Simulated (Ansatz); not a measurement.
One change: `N[SiH](O)S[SiH3]` becomes `N[SiH](O)O`.

Ansatz, PBE0-D4/def2-TZVP geometries, multiplicity 1. Each molecule was computed in one conformer, which needn't be the lowest.

| property | `N[SiH](O)S[SiH3]` |
| --- | --- |
| ideal-gas entropy at 298 K and 1 bar (rigid rotor, harmonic PBE0-D4/def2-TZVP) / J/(mol·K) | 390 |
| size of the dipole moment (B3LYP/def2-TZVPP) / D | 2.39 |
| LUMO energy (B3LYP/def2-TZVPP) / eV | 0.11 |
| HOMO energy (ωB97M-V/def2-TZVPP) / eV | -9.47 |
| HOMO–LUMO gap (PBE0/def2-TZVPP) / eV | 7.65 |
| size of the dipole moment (ωB97M-V/def2-TZVPP) / D | 2.40 |

(1) Give the same properties after the change, and the shifts. (An estimate is asked.)

Results:

(1) Computed: 
| property | `N[SiH](O)O` | shift |
| --- | --- | --- |
| ideal-gas entropy at 298 K and 1 bar (rigid rotor, harmonic PBE0-D4/def2-TZVP) / J/(mol·K) | 314 | -76 |
| size of the dipole moment (B3LYP/def2-TZVPP) / D | 3.03 | 0.64 |
| LUMO energy (B3LYP/def2-TZVPP) / eV | 0.27 | 0.16 |
| HOMO energy (ωB97M-V/def2-TZVPP) / eV | -10.16 | -0.69 |
| HOMO–LUMO gap (PBE0/def2-TZVPP) / eV | 8.43 | 0.78 |
| size of the dipole moment (ωB97M-V/def2-TZVPP) / D | 3.06 | 0.66 |

With PBE0 the HOMO falls by 0.47 eV and the LUMO rises by 0.31 eV, so the gap widens by about 0.78 eV. PBE moves the HOMO by -0.18 eV and ωB97M-V by -0.69 eV. The zero-point energy changes by -34.4 kJ/mol with -9 modes. Dipoles are sizes alone; their direction can turn. Modes under 60 cm⁻¹, often nearly free rotors, make the harmonic entropy too high.

B3LYP here is the variant with VWN-RPA as its local correlation; programs differ in this.
